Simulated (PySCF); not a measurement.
Shifts of the heteroatoms

Bonds (- single, = double, # triple, : aromatic): C1-C2, C2-Si3, C2=P4, P4-C5, C5-C6, C6-C7, C7-F8, C7-F9, C7-F10. C1 carries H11, H12, H13; Si3 carries H14, H15, H16; C5 carries H17, H18; C6 carries H19, H20. Stereochemistry as in C/C([SiH3])=P\CCC(F)(F)F.

- geometry from GFN2-xTB
- NMR shieldings at PBE0/pcSseg-1/GIAO
- code: PySCF 2.14.0 with density-fitted response routines
- in vacuum, a single conformation, no relativistic terms, rapidly exchanging positions averaged

(1) Predict the $^{19}$F NMR data.

(2) What are the $^{31}$P shifts?

(3) What are the $^{29}$Si shifts?

Results:

(1) 
```
    atoms              environment  σ (ppm)  δ (ppm)
F8/F9/F10  fluorine of a CF3 group    258.3    -72.4
```

Shieldings were converted by a linear fit to measured shifts: $^{19}$F (scatter 6.0 ppm rms, 7.0 ppm with the 5 outliers that the fit left out vs CFCl3, solution or neat liquid, with a term for F on sp3 carbon). A few per cent of atoms miss by over 2 rms, more outside the fitted compound classes.

On a 400 MHz spectrometer $^{19}$F resonates near 376.4 MHz, so 1 ppm is 376.4 Hz.

(2) 
| atoms | environment | σ (ppm) | δ (ppm) |
| --- | --- | --- | --- |
| P4 | phosphorus bonded to 2 C | -39.2 | 302.5 |

Shieldings were converted by a linear fit to measured shifts: $^{31}$P (scatter 18.1 ppm rms vs H3PO4, solution or neat liquid). A few per cent of atoms miss by over 2 rms, more outside the fitted compound classes.

On a 400 MHz spectrometer $^{31}$P resonates near 161.9 MHz, so 1 ppm is 161.9 Hz.

(3) 
| atoms | environment | σ (ppm) | δ (ppm) |
| --- | --- | --- | --- |
| Si3 | silicon bonded to C, 3 H | 415.7 | -61.7 |

Shieldings were converted by a linear fit to measured shifts: $^{29}$Si: δ = 279.94 − 0.822σ (rms 8.9 ppm, 72 shifts, 25.8 ppm with the 6 outliers that the fit left out vs TMS, solution or neat liquid). A few per cent of atoms miss by over 2 rms, more outside the fitted compound classes.

On a 400 MHz spectrometer $^{29}$Si resonates near 79.5 MHz, so 1 ppm is 79.5 Hz.
